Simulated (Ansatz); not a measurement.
Gas-phase electronic energies from Ansatz, PBE0-D4/def2-TZVP geometries. CCSD(T)/CBS adds triple-zeta CCSD(T) − MP2 to the extrapolated MP2 energy (def2 sets, frozen cores). Functionals use def2-TZVPP. Each species was taken in one conformer, which may not be the lowest.

`C[NH2+][AlH-]([CH3])[CH3]` → `C[N+](C)(C)[AlH3-]`  (isomerisation)

```json
{"level": "revPBE-D4", "ΔE (kcal/mol)": "24.3"}
{"level": "HF/def2-TZVPP", "ΔE (kcal/mol)": "24.7"}
```

(1) What does CCSD(T)/CBS give? (Estimate.)

Largest T1 diagnostic among the species: 0.009.

Answers

(1) Ansatz gave: +25.8 kcal/mol. The listed levels differ from it by -1.5, -1.1 kcal/mol.

Leaving LDA and LC-ωPBE aside and taking each functional with its dispersion term where it has one, the values, not all of them listed here, spread over 4.6 kcal/mol, from B97M-V to r2SCAN-D4. LDA lies −5.9 kcal/mol from PBE without D4. At CCSD(T), def2-SVP lies −6.1 kcal/mol from the extrapolated value and def2-TZVPP −1.1 kcal/mol. From BLYP to BHLYP (50 % exact exchange), in def2-TZVPP and without D4, ΔE moves by −2.6 kcal/mol.

CCSD(T)/CBS has its own doubt, a few kJ/mol and more with outer-core shells, so smaller differences from it don't rank the levels.
